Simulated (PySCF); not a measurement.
A calculated (M06-L, PySCF 2.14, x2c-TZVPPall with one added diffuse shell each of s, p, d, f type, scalar relativity by spin-free X2C-1e) atom or ion has these occupied shells.

```json
{"shell": "1s α", "electrons": "1", "orbital energy (eV)": "-44989.8", "rms radius, mean of both spins (bohr)": "0.0264"}
{"shell": "1s β", "electrons": "1", "orbital energy (eV)": "-44989.8", "rms radius, mean of both spins (bohr)": "0.0264"}
{"shell": "2s α", "electrons": "1", "orbital energy (eV)": "-7350.0", "rms radius, mean of both spins (bohr)": "0.107"}
{"shell": "2s β", "electrons": "1", "orbital energy (eV)": "-7349.9", "rms radius, mean of both spins (bohr)": "0.107"}
{"shell": "2p α", "electrons": "3", "orbital energy (eV)": "-6568.1", "rms radius, mean of both spins (bohr)": "0.0959"}
{"shell": "2p β", "electrons": "3", "orbital energy (eV)": "-6568.1", "rms radius, mean of both spins (bohr)": "0.0959"}
{"shell": "3s α", "electrons": "1", "orbital energy (eV)": "-1623.5", "rms radius, mean of both spins (bohr)": "0.278"}
{"shell": "3s β", "electrons": "1", "orbital energy (eV)": "-1621.6", "rms radius, mean of both spins (bohr)": "0.278"}
{"shell": "3p α", "electrons": "3", "orbital energy (eV)": "-1375.1", "rms radius, mean of both spins (bohr)": "0.278"}
{"shell": "3p β", "electrons": "3", "orbital energy (eV)": "-1373.2", "rms radius, mean of both spins (bohr)": "0.278"}
{"shell": "3d α", "electrons": "5", "orbital energy (eV)": "-1031.1", "rms radius, mean of both spins (bohr)": "0.256"}
{"shell": "3d β", "electrons": "5", "orbital energy (eV)": "-1029.6", "rms radius, mean of both spins (bohr)": "0.256"}
{"shell": "4s α", "electrons": "1", "orbital energy (eV)": "-338.27", "rms radius, mean of both spins (bohr)": "0.630"}
{"shell": "4s β", "electrons": "1", "orbital energy (eV)": "-333.70", "rms radius, mean of both spins (bohr)": "0.630"}
{"shell": "4p α", "electrons": "3", "orbital energy (eV)": "-256.21", "rms radius, mean of both spins (bohr)": "0.669"}
{"shell": "4p β", "electrons": "3", "orbital energy (eV)": "-251.51", "rms radius, mean of both spins (bohr)": "0.669"}
{"shell": "4d α", "electrons": "5", "orbital energy (eV)": "-139.12", "rms radius, mean of both spins (bohr)": "0.742"}
{"shell": "4d β", "electrons": "5", "orbital energy (eV)": "-134.20", "rms radius, mean of both spins (bohr)": "0.742"}
{"shell": "5s α", "electrons": "1", "orbital energy (eV)": "-56.108", "rms radius, mean of both spins (bohr)": "1.54"}
{"shell": "5s β", "electrons": "1", "orbital energy (eV)": "-53.604", "rms radius, mean of both spins (bohr)": "1.54"}
{"shell": "5p α", "electrons": "3", "orbital energy (eV)": "-36.385", "rms radius, mean of both spins (bohr)": "1.80"}
{"shell": "5p β", "electrons": "3", "orbital energy (eV)": "-34.574", "rms radius, mean of both spins (bohr)": "1.80"}
{"shell": "4f α", "electrons": "5", "orbital energy (eV)": "-16.198", "rms radius, mean of both spins (bohr)": "1.16"}
```

Problem. Name the element and its charge.

Solution. Pm²⁺ (promethium, charge +2), in [Xe] 4f5, one real determinant.
